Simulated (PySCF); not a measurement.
**C6H11O2: g tensor and hyperfine couplings**

Compound: C₆H₁₁O₂ (doublet state).
Numbering: `[CH3:1][C:2]([CH:3]=[O:4])[CH2:5][CH2:6][CH2:7][OH:8]` (hydrogens: H9, H10, H11 on C1; H12 on C3; H13, H14 on C5; H15, H16 on C6; H17, H18 on C7; H19 on O8)

Structure used (GFN2-xTB), in Å, numbered top down from 1:
```xyz
19
C6H11O2 angstrom
C     -2.415   -0.577    0.425
C     -1.325   -0.175   -0.491
C     -1.362   -0.589   -1.849
O     -2.255   -1.262   -2.357
C     -0.168    0.595    0.025
C      0.991   -0.344    0.416
C      2.230    0.453    0.809
O      2.692    1.153   -0.325
H     -2.020   -1.157    1.263
H     -3.148   -1.171   -0.115
H     -2.904    0.302    0.852
H     -0.503   -0.254   -2.459
H     -0.458    1.178    0.902
H      0.216    1.269   -0.744
H      0.692   -0.979    1.251
H      1.242   -0.977   -0.435
H      1.983    1.155    1.619
H      3.003   -0.239    1.176
H      3.497    1.628   -0.101
```

The hyperfine couplings belong to this conformer and change with its torsions.

Computed with UKS B3LYP, pcH-1 on C H O, non-relativistic, mean-field spin-orbit, GIAO (PySCF). Geometry: GFN2-xTB, one conformer, isolated molecule. Couplings are sensitive to structure, and on GFN2-xTB geometries they can be far from those on DFT ones. Stability of the SCF solution: not tested.

| Property | Result |
| --- | --- |
| g1, g2, g3 | 2.00209, 2.00429, 2.00788 |
| g_iso | 2.00475 |
| Form of g | rhombic: the two nearest values differ by 38 % of g3 − g1 |
| ⟨S²⟩ | 0.7623 (exact 0.7500) |
| α and β electrons | 32, 31 |
| HOMO–LUMO gap, α and β orbitals | 6.47, 3.70 eV |
| Basis functions | 310 |

Hyperfine couplings atom by atom, in G; T1 to T3 are the principal values of the dipolar part; ρ(0) is the spin density at the nucleus (MHz turned into gauss with g_iso; 10 G = 1 mT):

```csv
atom,isotope,a_iso,T1,T2,T3,Mulliken spin population,ρ(0) (bohr⁻³)
C1,13C,-8.5,-0.7,0.3,0.4,-0.06,-0.0212
C2,13C,21.6,-20.9,-20.7,41.5,0.74,0.0539
C3,13C,-12.9,-2.9,0.2,2.7,-0.09,-0.0322
O4,17O,-8.1,-36.7,18.3,18.4,0.33,0.0376
C5,13C,-8.0,-0.8,0.2,0.6,-0.06,-0.0199
C6,13C,19.3,-1.8,-1.7,3.5,0.04,0.0482
C7,13C,1.1,-0.4,-0.4,0.9,0.01,0.0026
O8,17O,-0.1,-0.2,0.0,0.1,0.00,0.0004
H9,1H,29.7,-1.5,-1.0,2.4,0.03,0.0187
H10,1H,0.7,-1.5,-0.7,2.2,0.00,0.0004
H11,1H,29.0,-1.5,-1.0,2.5,0.03,0.0182
H12,1H,-1.0,-1.8,-0.9,2.7,0.00,-0.0006
H13,1H,5.6,-1.2,-1.1,2.3,0.01,0.0035
H14,1H,13.6,-1.4,-1.2,2.6,0.01,0.0085
H15,1H,-1.1,-1.4,-0.5,1.9,0.00,-0.0007
H16,1H,-0.6,-1.7,-0.5,2.2,0.00,-0.0004
H17,1H,-0.2,-0.5,-0.2,0.7,0.00,-0.0001
H18,1H,1.8,-0.4,-0.1,0.6,0.00,0.0011
H19,1H,0.2,-0.2,-0.2,0.4,0.00,0.0001
```

The Mulliken spin populations are largest on C2 (+0.74), O4 (+0.33) and C3 (-0.09). The positive populations add up to 1.21 and the negative ones to -0.21, together 2S = 1. The angles at C2 add up to 359.9°, so it is planar.

Axes: g3 points within 10° of the C3–O4 bond.

Under fast tumbling the dipolar parts average out, and these isotropic splittings remain: 3 × 1H (H9/H10/H11, I = 1/2, 4 lines) with 1.98 mT, 2 × 1H (H13/H14, I = 1/2, 3 lines) with 0.96 mT, 1 × 1H (H12, I = 1/2, 2 lines) with 0.10 mT, 2 × 1H (H15/H16, I = 1/2, 3 lines) with 0.09 mT and 2 × 1H (H17/H18, I = 1/2, 3 lines) with 0.08 mT.

Means are taken over nuclei equivalent by connectivity, which assumes that they swap fast. The three 1H nuclei of mean +55.6 MHz run from 1.8 to 83.4 MHz in the frozen geometry. The 1H value of +26.9 MHz is a mean of couplings from 15.6 to 38.2 MHz in this one geometry, not an average over conformers. The 1H value of +2.1 MHz is a mean of couplings from -0.7 to 4.9 MHz in this one geometry, not an average over conformers.

The 13C coupling of C2 (60.6 MHz) shows only in satellite lines or after enrichment, since that isotope makes up about 1.07 % of natural carbon.

The 17O coupling of O4 (-22.8 MHz) shows only in satellite lines or after enrichment, since that isotope makes up about 0.038 % of natural oxygen.

Examples of negative spin density at the nucleus (bohr⁻³): C3 (-0.0322), C1 (-0.0212) and C5 (-0.0199).
